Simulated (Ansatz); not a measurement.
Species: SnH2 (charge -1, doublet). 
Coordinates optimised at B3LYP-D3(BJ)/def2-TZVP (Ansatz, a quantum-chemistry and plane-wave program):
```xyz
3

Sn     0.0043    -0.0004     0.0486
H     -0.1292    -1.2865    -1.2246
H     -0.0881     1.3069    -1.2066
```
Charge -1, spin multiplicity 2.

Basis-set convergence of Hartree-Fock and CCSD(T) correlation energies (hartree) with Ansatz. Cores are frozen in the correlated levels unless marked. UHF or UKS for open shells. No spin-orbit coupling. Frozen are the shells of the preceding noble gas and the d and f shells that filled before the atom's block. Past Kr the def2 sets carry scalar-relativistic core potentials. This anion needs diffuse functions, which these sets lack.

| basis | functions | E(HF) | E(corr, CCSD(T)) |
|---|---|---|---|
| def2-SVP | 36 | -214.48751 | -0.10650 |
| def2-TZVPP | 78 | -214.50042 | -0.13289 |
| def2-QZVPP | 142 | ___ | ___ |

**Question.** What belongs in the gaps?

**Answer.** 
- def2-QZVPP, E(HF): -214.50346
- def2-QZVPP, E(corr, CCSD(T)): -0.14039
